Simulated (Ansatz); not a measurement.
`N#[C][Sn]([F])([F])[F]` + H–F → `[F][Sn]([F])([F])[F]` + `C#N` at 400 K and 1 bar (ligand exchange at the Sn–C bond).

Gas-phase electronic energies from Ansatz, PBE0-D4/def2-TZVP geometries. CCSD(T)/CBS is the MP2 limit (def2-TZVPP, def2-QZVPP) plus CCSD(T) − MP2 in def2-TZVPP, frozen cores. This one scheme is used for every species. def2 core potentials past Kr. For Sn outer-core shells are correlated without core-valence functions, which leaves a few kJ/mol of doubt a bond.

```json
{"species": "`N#[C][Sn]([F])([F])[F]`", "CCSD(T)/CBS energy (Eh)": "-606.22625", "H − E (kJ/mol)": "70.1", "S (J/(mol·K))": "395.4"}
{"species": "H–F", "CCSD(T)/CBS energy (Eh)": "-100.39570", "H − E (kJ/mol)": "36.5", "S (J/(mol·K))": "182.2"}
{"species": "`[F][Sn]([F])([F])[F]`", "CCSD(T)/CBS energy (Eh)": "-613.31403", "H − E (kJ/mol)": "49.8", "S (J/(mol·K))": "351.1"}
{"species": "`C#N`", "CCSD(T)/CBS energy (Eh)": "-93.32098", "H − E (kJ/mol)": "56.1", "S (J/(mol·K))": "211.9"}
```

H − E and S are ideal-gas, rigid-rotor, harmonic terms from PBE0-D4/def2-TZVP. 1 Eh = 2625.50 kJ/mol, R = 8.31446 J/(mol·K).

**Question.** By hand: ΔE, ΔH, ΔS and ΔG.

**Answer.** ΔE = (-613.31403) + (-93.32098) − (-606.22625) − (-100.39570) = -0.01306 Eh = -34.3 kJ/mol. Δ(H − E) = 49.8 + 56.1 − 70.1 − 36.5 = -0.7, so ΔH = -35.0 kJ/mol. ΔS = 351.1 + 211.9 − 395.4 − 182.2 = -14.6 J/(mol·K). ΔG = -35.0 − 400 × (-14.6)/1000 = -29.2 kJ/mol.

**Question.** By hand: the equilibrium constant, and the temperature at which ΔG would vanish if ΔH and ΔS stayed fixed.

**Answer.** log₁₀ K = −ΔG/(RT ln 10) = 3.8. ΔG = 0 at ΔH/ΔS = 2397 K, though so small a ΔS makes that figure unsure.

The number of gas molecules stays the same, so ΔS is small and ΔH decides. A doubt of 5 kJ/mol in ΔE shifts log₁₀ K by 0.7 here. These are equilibria of isolated gas molecules and say nothing of rates. Largest T1 diagnostic: 0.015 (customary marks: 0.02 for closed shells, 0.045 for open ones).
